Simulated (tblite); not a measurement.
C2H6Cl2Sn, charge -1, doublet, geometry from GFN2-xTB (such geometries of metal compounds can be far from the true shape) (a state made from the parent by changing its charge; the spin is typed, not shown lowest); GFN1-xTB in tblite 0.6.0.

The tblite input:
```
$ tblite run mol.xyz --method gfn1 --charge -1 --spin 1 --efield 0,0,0.1 --json tblite.json --no-restart

# file mol.xyz
11

C      1.76372903    -1.73662568     0.07130148
Sn    -0.01628524    -0.13562850    -0.03006054
C     -1.93690710    -1.43671469    -0.67180903
Cl     0.54789437     1.48232711    -1.99334049
Cl    -0.40507770     0.67347787     2.41398282
H      1.46816842    -2.53232204     0.74641837
H      2.67201876    -1.26524498     0.43134678
H      1.92379636    -2.13256648    -0.92556909
H     -2.68511086    -0.79754733    -1.12797528
H     -2.34499204    -1.91167356     0.21305304
H     -1.60843387    -2.18786323    -1.38212146
```

### Question
Write the output that tblite gives for this input, abridged.

### Answer

```
xTB calculator
 | screened Coulomb repulsion
 | Coulomb electrostatics
 |  * isotropic Klopman-Ohno-Mataga-Nishimoto electrostatics
 |  * onsite third-order electrostatics
 | DFT-D3(BJ) dispersion correction
 | Interactions (1)
 | [1] electric field

halogen bonding energy    0.0000000000000E+00 Eh
repulsion energy          1.0638018431293E-01 Eh
dispersion energy        -4.2782360366536E-03 Eh
interaction energy        0.0000000000000E+00 Eh
number of electrons       3.3000000000000E+01 e
integral cutoff           2.8182813135037E+01 bohr

------------------------------------------------------------
  cycle        total energy    energy error   density error
------------------------------------------------------------
      1     -18.74192437870  -1.8844026E+01   3.2301361E-01
      2     -18.76944674829  -2.7522370E-02   1.8923422E-01
      3     -18.77121018220  -1.7634339E-03   4.4940542E-02
      4     -18.77183016658  -6.1998439E-04   7.9490587E-03
      5     -18.77201554813  -1.8538155E-04   2.6828372E-03
      6     -18.77202472067  -9.1725345E-06   1.1547253E-03
      7     -18.77202557833  -8.5766823E-07   1.3823385E-04
      8     -18.77202562040  -4.2066002E-08   1.9519311E-05
------------------------------------------------------------

electronic energy        -1.8874127568677E+01 Eh
total energy             -1.8772025620401E+01 Eh

Post processing:
 | Mayer-Wiberg bond orders

[Info] JSON dump of results written to 'tblite.json'
```
